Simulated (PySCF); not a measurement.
**Highest orbital energy against ionisation energy along the second row**

Calculated with PySCF 2.14, no spin-orbit coupling. Each cell gives −ε(HOMO) / ΔSCF in eV; NIST values include spin-orbit coupling, (s) semi-empirical, (t) theoretical.

```
                                                                             species              UHF              LDA              PBE             PBE0           r2SCAN  NIST (lowest levels)
 B²⁺ (x2c-TZVPPall with one added diffuse shell each of s, p, d type, spin-free X2C)  37.825 / 37.821  32.359 / 37.892  32.649 / 38.278  34.050 / 38.223  32.889 / 37.852                37.931
 C²⁺ (x2c-TZVPPall with one added diffuse shell each of s, p, d type, spin-free X2C)  46.111 / 45.795  40.161 / 46.957  40.365 / 47.118  42.044 / 47.056  40.675 / 46.631                47.888
 N²⁺ (x2c-TZVPPall with one added diffuse shell each of s, p, d type, spin-free X2C)  48.026 / 47.293  38.568 / 47.856  38.824 / 48.019  41.252 / 48.001  39.770 / 48.216            47.445 (s)
 O²⁺ (x2c-TZVPPall with one added diffuse shell each of s, p, d type, spin-free X2C)  55.785 / 54.600  44.978 / 55.412  45.057 / 55.264  47.893 / 55.297  46.123 / 55.595            54.936 (s)
 F²⁺ (x2c-TZVPPall with one added diffuse shell each of s, p, d type, spin-free X2C)  63.879 / 62.247  51.600 / 63.178  51.563 / 62.848  54.819 / 62.926  52.814 / 63.166            62.708 (s)
Ne²⁺ (x2c-TZVPPall with one added diffuse shell each of s, p, d type, spin-free X2C)  64.135 / 61.848  52.124 / 63.627  52.535 / 63.878  55.744 / 63.736  53.390 / 63.619                63.423
```

**Question.** How far is −ε(HOMO) from ΔSCF on average for each method, and why?

**Answer.** UHF 1.03 eV; LDA -9.19 eV; PBE -9.07 eV; PBE0 -6.57 eV; r2SCAN -8.24 eV. Hartree-Fock orbital energies lack relaxation and so exceed the ΔSCF value; semilocal functionals have convex E(N) from self-interaction, so their HOMO lies far too high; exact exchange moves hybrids part of the way back.
